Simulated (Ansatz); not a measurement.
Basis sets compared for B4N3. Charge 0, multiplicity 2. Geometry PBE-D4/def2-SVP. Ansatz on 4 threads of AMD EPYC 9R45 on a shared host; times are rough, and most runs start from earlier orbitals.

```xyz
7

B     0.1042    0.8637    0.8354
B    -1.1540   -0.4927    0.6345
B     0.8972    0.1009   -0.8006
B    -0.5106   -1.1112   -0.6924
N     1.1826    1.1392    0.0416
N     0.5025   -0.9836   -1.5825
N    -1.0219    0.4838    1.5640
```

The structure comes from a short search, and lower isomers may exist.

Binding counts from free atoms (B doublet, N quartet) in the same basis, without a counterpoise term.

```tsv
level	functions	energy (Eh)	HOMO (eV)	LUMO (eV)	binding per atom (eV)	wall time
PBE-D4/def2-SVP	98	-263.1599	-4.85	-4.11	5.57	0.6 s
PBE-D4/def2-TZVP	217	-263.4425	-4.98	-4.22	5.46	1.3 s
PBE0-D4/def2-SVP	98	-263.1628	-5.87	-3.29	5.32	0.75 s
PBE0-D4/def2-TZVP (with forces)	217	-263.4456	-5.96	-3.37	5.21	2 s
ωB97M-V/def2-TZVP	217	-263.6963	-7.69	-1.49	5.13	3.9 s
```

**Question.** Estimate the rows for PBE-D4/def2-TZVPD, PBE0-D4/def2-TZVPD, ωB97M-V/def2-TZVPD.

**Answer.** 
| level | functions | energy (Eh) | HOMO (eV) | LUMO (eV) | binding per atom (eV) | wall time |
| --- | --- | --- | --- | --- | --- | --- |
| PBE-D4/def2-TZVPD | 259 | -263.4434 | -5.00 | -4.24 | 5.47 | 1.8 s |
| PBE0-D4/def2-TZVPD | 259 | -263.4463 | -5.97 | -3.39 | 5.21 | 2.5 s |
| ωB97M-V/def2-TZVPD | 259 | -263.6970 | -7.71 | -1.54 | 5.13 | 15 s |
